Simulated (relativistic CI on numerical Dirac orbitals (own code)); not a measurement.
## Ti²⁺: K-beta X-ray emission

Computed with this model: Dirac-Coulomb-Breit CI, orbitals from a KLI potential per configuration, a model potential for QED, valence Slater integrals scaled by 0.7, multiplet model of X-ray emission after core ionisation; configurations [Ar] 3d2 → 1s 2s2 2p6 3s2 3p6 3d2 → [Ne] 3s2 3p5 3d2; 300 K; Lorentzian 1.6 eV and Gaussian 1 eV FWHM. Energies are those of the free ion, without screening or charge transfer. S is read from ⟨S²⟩ = S(S + 1).

Field parameters in Wybourne normalisation: Oh B⁴₀ = 21Dq, B⁴₄ = √(5/14) B⁴₀. The field is a parameter set, without covalency.

free ion: ground-state S = 1.00, centroid 4931.62 eV. Peaks (eV, height): 4920.2 (11), 4924.2 (12), 4933.0 (100).

Oh, 10Dq = 8950 cm⁻¹: ground-state S = 1.00, centroid 4931.74 eV. Peaks (eV, height): 4920.0 (8), 4923.4 (10), 4933.0 (100).

Oh, 10Dq = 26150 cm⁻¹: ground-state S = 1.00, centroid 4931.75 eV. Peaks (eV, height): 4919.2 (6), 4921.6 (7), 4933.0 (100).

Strongest unbroadened transitions for free ion:

```tsv
Energy (eV)	Relative strength
4920.17	25.0
4924.32	25.3
4931.06	42.9
4931.11	33.7
4932.33	29.9
4932.51	49.1
4932.53	36.6
4932.56	45.8
4932.62	30.0
4933.18	100.0
4933.29	87.7
4933.34	23.7
4933.45	70.9
4933.61	37.3
4934.75	25.3
4934.78	22.7
4934.80	26.3
4934.84	28.5
```
